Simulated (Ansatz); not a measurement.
Cl2H2NSi (`[NH][SiH](Cl)Cl`) radical, relaxed with UKS PBE-D4/def2-SVP in Ansatz 0.2.0 from a rough embedded geometry. The force threshold is 0.03 eV/Å; the program also tests the step.

Charge 0, multiplicity 2.

Start:

```xyz
6

N    -0.265   -0.010    1.455
Si   -0.009    0.166   -0.307
Cl    0.666    2.032   -0.872
Cl    1.370   -1.138   -0.901
H    -0.478   -0.937    1.632
H    -1.285   -0.112   -1.007
```

Problem. By how much does the energy fall, and how many steps does the optimiser take? (An estimate is asked.)

Solution. The calculation gave: 30.51 kJ/mol, in 17 steps, 4 of them rejected.

Problem. Which bonds change most? (Estimate.)

Solution. Computed: Si2–Cl4 from 1.989 to 2.078 Å; N1–H5 from 0.968 to 1.039 Å; N1–Si2 from 1.790 to 1.755 Å; Si2–Cl3 from 2.063 to 2.078 Å.

Problem. Give the relaxed structure. (An estimate is asked.)

Solution. The calculation gave: 
```xyz
6

N    -0.676   -0.236    1.256
Si   -0.139    0.044   -0.391
Cl    0.680    1.954   -0.406
Cl    1.279   -1.350   -0.994
H     0.133   -0.412    1.884
H    -1.277   -0.001   -1.349
```
